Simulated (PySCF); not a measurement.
AlCl₃, SMILES [Cl][Al+]([Cl])[Cl] (connectivity only; charge and spin as stated), charge +1, multiplicity 2.

Geometry: PBE-D3(BJ)/def2-SVP.

Level of theory: PySCF 2.14.0 with PBE-D3(BJ)/def2-SVP.

Frequencies are harmonic and unscaled.

Modes within 1.5 cm⁻¹ of each other (mostly degenerate sets) share a row, with their intensities summed.

Computed harmonic wavenumbers and intensities:
| mode | ν (cm⁻¹) | IR (km/mol) | moving atoms (share of kinetic energy) |
|---|---|---|---|
| 1–2 | 59 | 0.6 | Cl 84 %, Al 16 % |
| 3 | 150 | 31.9 | Al 80 %, Cl 20 % |
| 4 | 355 | 0.0 | Cl 100 % |
| 5–6 | 529 | 9.0 | Al 64 %, Cl 36 % |
